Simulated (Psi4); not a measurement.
C$_{2}$H$_{2}$N (SMILES [CH2]C#N), doublet (typed; the unrestricted solution is spin-contaminated), at a GFN2-xTB geometry; CCSD/3-21G (Psi4).

The Psi4 input:
```
memory 2 GB

molecule {
0 2
C    -1.17372104    0.03468081    0.00856076
C     0.18010557   -0.00532171   -0.00131364
N     1.34218620   -0.03965857   -0.00978950
H    -1.68922512    0.97746023    0.03957502
H    -1.74438546   -0.87600479   -0.01453131
}

set {
  basis 3-21g
  reference uhf
}

energy('ccsd')
print_variables()
```

It wrote (shortened):

```
   => Loading Basis Set <=

    Name: 3-21G
    Role: ORBITAL
    Keyword: BASIS

         ---------------------------------------------------------
                                   SCF
               by Justin Turney, Rob Parrish, Andy Simmonett
                          and Daniel G. A. Smith
                              UHF Reference
         ---------------------------------------------------------

  ==> Geometry <==

    Molecular point group: c1
    Full point group: C1

    Geometry (in Angstrom), charge = 0, multiplicity = 2:

       Center              X                  Y                   Z               Mass
    ------------   -----------------  -----------------  -----------------  -----------------
         C           -1.258952851664     0.037199215094     0.009182418379    12.000000000000
         C            0.094873758336    -0.002803304906    -0.000691981621    12.000000000000
         N            1.256954388336    -0.037140164906    -0.009167841621    14.003074004430
         H           -1.774456931664     0.979978635094     0.040196678379     1.007825032230
         H           -1.829617271664    -0.873486384906    -0.013909651621     1.007825032230

  Running in c1 symmetry.

  Rotational constants: A =      9.72117  B =      0.35237  C =      0.34004 [cm^-1]
  Rotational constants: A = 291433.29988  B =  10563.66285  C =  10194.15260 [MHz]
  Nuclear repulsion =   53.527062417140492

  Charge       = 0
  Multiplicity = 2
  Electrons    = 21
  Nalpha       = 11
  Nbeta        = 10

  ==> Algorithm <==

  SCF Algorithm Type is PK.
  DIIS enabled.
  MOM disabled.
  Fractional occupation disabled.
  Guess Type is SAD.
  Energy threshold   = 1.00e-08
  Density threshold  = 1.00e-08
  Integral threshold = 1.00e-12

  ==> Primary Basis <==

  Basis Set: 3-21G
    Blend: 3-21G
    Number of shells: 19
    Number of basis functions: 31
    Number of Cartesian functions: 31
    Spherical Harmonics?: false
    Max angular momentum: 1

  ==> Integral Setup <==

  Using in-core PK algorithm.
   Calculation information:
      Number of atoms:                   5
      Number of AO shells:              19
      Number of primitives:             33
      Number of atomic orbitals:        31
      Number of basis functions:        31

      Integral cutoff                 1.00e-12
      Number of threads:                 1

  Performing in-core PK
  Using 246512 doubles for integral storage.
  We computed 17465 shell quartets total.
  Whereas there are 18145 unique shell quartets.

  ==> DiskJK: Disk-Based J/K Matrices <==

    J tasked:                  Yes
    K tasked:                  Yes
    wK tasked:                  No
    Schwarz Cutoff:          1E-12

  Minimum eigenvalue in the overlap matrix is 5.4763948771E-03.
  Reciprocal condition number of the overlap matrix is 1.4579034289E-03.
    Using symmetric orthogonalization.

  ==> Pre-Iterations <==

  SCF Guess: Superposition of Atomic Densities via on-the-fly atomic UHF (no occupation information).

   -------------------------
    Irrep   Nso     Nmo
   -------------------------
     A         31      31
   -------------------------
    Total      31      31
   -------------------------

  ==> Iterations <==

                        Total Energy        Delta E     RMS |[F,P]|

   @UHF iter SAD:  -129.61666375070445   -1.29617e+02   0.00000e+00
   @UHF iter   1:  -130.49553043188297   -8.78867e-01   1.03572e-02 DIIS/ADIIS
   @UHF iter   2:  -130.53155757778956   -3.60271e-02   9.17499e-03 DIIS/ADIIS
   @UHF iter   3:  -130.56646970593005   -3.49121e-02   1.66625e-03 DIIS/ADIIS
   @UHF iter   4:  -130.57066543636756   -4.19573e-03   8.81752e-04 DIIS/ADIIS
   @UHF iter   5:  -130.57239286856336   -1.72743e-03   5.51776e-04 DIIS/ADIIS
   @UHF iter   6:  -130.57347995815371   -1.08709e-03   3.76912e-04 DIIS/ADIIS
   @UHF iter   7:  -130.57430445342891   -8.24495e-04   2.63512e-04 DIIS/ADIIS
[...]
  @UHF Final Energy:  -130.57509100629576
    Total Energy =                       -130.5750910062957644
[...]
    11        -0.282086271220862    1.999e-05    0.044820    0.000000    0.000000    0.000000
    12        -0.282086347154830    1.017e-05    0.044821    0.000000    0.000000    0.000000
    13        -0.282086104424107    4.324e-06    0.044821    0.000000    0.000000    0.000000
    14        -0.282086011975652    1.603e-06    0.044821    0.000000    0.000000    0.000000
    15        -0.282085988311358    6.072e-07    0.044821    0.000000    0.000000    0.000000
    16        -0.282085996150771    2.457e-07    0.044821    0.000000    0.000000    0.000000
    17        -0.282086002453434    9.411e-08    0.044821    0.000000    0.000000    0.000000

    Iterations converged.

    Largest TIA Amplitudes:
              8   2        -0.0948733073
              9   0        -0.0903685252
             10   2         0.0341756777
              9   3         0.0248987553
              9   7        -0.0229438531
              8   9        -0.0228044876
              6   0         0.0196329897
              6   3        -0.0167638325
              9  11         0.0120611168
              6   7         0.0113789404

    Largest Tia Amplitudes:
              8   3        -0.1031862889
              9   1         0.0679024651
              8   0         0.0434060868
              9   4        -0.0301237036
              8  16         0.0248540529
              9  12         0.0194625768
              9  17        -0.0176949744
              8   8        -0.0137143630
              6   1        -0.0111801744
              6   4         0.0087954416

    Largest TIJAB Amplitudes:
     10   9   2   0         0.0274071388
      9   8   2   0         0.0211052730
     10   5   4   2        -0.0176444876
     10   6   6   3        -0.0142012048
      9   8   3   2         0.0128953781
     10   7   4   2         0.0128544347
      6   5   5   0         0.0125131978
      9   7   8   0        -0.0120405841
      9   5   4   0         0.0109911591
      8   6   2   0         0.0107016644

    Largest Tijab Amplitudes:
      9   8   1   0        -0.0340209141
      9   8   3   1        -0.0226951087
      8   4   5   0        -0.0167090424
      8   5   5   0         0.0144861871
      8   6   3   1        -0.0143736896
      9   8   4   0         0.0139415387
      9   7   9   1        -0.0126216439
      9   8   4   3        -0.0124308344
      6   5   6   1         0.0120632549
      9   8   8   7         0.0112815450

    Largest TIjAb Amplitudes:
     10   8   2   0         0.1007511067
      9   9   0   1        -0.0964376530
      8   8   2   3         0.0801112435
      9   8   0   0        -0.0476641058
      9   8   0   3         0.0454585276
      8   9   2   1        -0.0433978163
      9   9   0   4         0.0390937042
     10   9   2   1         0.0385433005
      9   9   3   1         0.0378557196
      8   8   2   0        -0.0291720378

    SCF energy       (wfn)                    = -130.575091006295764
    Reference energy (file100)                = -130.575091006295992

    Opposite-spin MP2 correlation energy      =   -0.187089010704361
    Same-spin MP2 correlation energy          =   -0.064115365249424
    Singles MP2 correlation energy            =   -0.000000000000000
    MP2 correlation energy                    =   -0.251204375953785
      * MP2 total energy                      = -130.826295382249782

    Opposite-spin CCSD correlation energy     =   -0.228888479174699
    Same-spin CCSD correlation energy         =   -0.053197523278735
    Singles CCSD correlation energy           =    0.000000000000000
    CCSD correlation energy                   =   -0.282086002453434
      * CCSD total energy                     = -130.857177008749431

  Variable Map:
  ----------------------------------------------------------------------------
[...]
  Array Variable Map:
  ----------------------------------------------------------------------------
[...]
[...]
```
